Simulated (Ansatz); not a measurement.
`NC(=O)[SiH2]Cl` + H₂ → `NC(=O)[SiH3]` + HCl  (hydrogenolysis of the Si–Cl bond)

Program: Ansatz. Geometries: PBE0-D4/def2-TZVP. ΔE: electronic, gas phase. CBS: MP2 limit from def2 TZ/QZ plus the TZ coupled-cluster correction, frozen cores. This one scheme is used for every species. DFT in def2-TZVPP. One conformer a species, not always the lowest.

`NC(=O)[SiH2]Cl`:

Z-matrix (Å, degrees):
```
Si
Cl 1 2.068
C 1 1.908 2 111.1
H 1 1.478 2 108.5 3 -119.2
H 1 1.478 2 108.5 3 119.2
O 3 1.218 1 115.0 2 -179.9
N 3 1.346 1 120.6 2 0.1
H 7 1.008 3 119.5 1 180.0
H 7 1.005 3 120.9 1 -0.0
```

H₂:

```xyz
2

H    -0.197    0.217    0.231
H     0.197   -0.217   -0.231
```

`NC(=O)[SiH3]`:

```xyz
9

N     0.973   -0.644    1.036
C    -0.172    0.021    0.752
O    -0.959    0.374    1.609
Si   -0.575    0.427   -1.084
H     1.189   -0.860    1.997
H     1.611   -0.927    0.315
H    -1.865   -0.222   -1.415
H    -0.687    1.900   -1.204
H     0.486   -0.070   -2.006
```

HCl:

Z-matrix (Å, degrees):
```
Cl
H 1 1.279
```

Q: Is it downhill or uphill in electronic energy at CCSD(T)/CBS, and by how much? (Best estimate.)

A: Computed: Uphill: ΔE = +20.1 kcal/mol.

Q: What do these levels give: PBE-D4, ωB97X-V, ωB97M-V, B2PLYP, PBE0, HF/def2-QZVPP? (Best estimate.)

A: The calculation gave: PBE-D4 20.2, ωB97X-V 19.6, ωB97M-V 20.2, B2PLYP 19.2, PBE0 18.8, HF/def2-QZVPP 16.5 kcal/mol.

Largest T1 diagnostic among the species: 0.016.

In def2-TZVPP, CCSD(T) changes the Hartree–Fock value by +2.1 kcal/mol (the triples alone add +0.9 kcal/mol) and MP2 by +4.7 kcal/mol. The D4 term adds +1.9 kcal/mol with B3LYP and +1.1 kcal/mol with PBE0; it sums over pairs of atoms, weighted by their polarisabilities, and B3LYP, whose exchange is more repulsive, gets the larger term.

B3LYP here is the variant with VWN-RPA as its local correlation; programs differ in this.
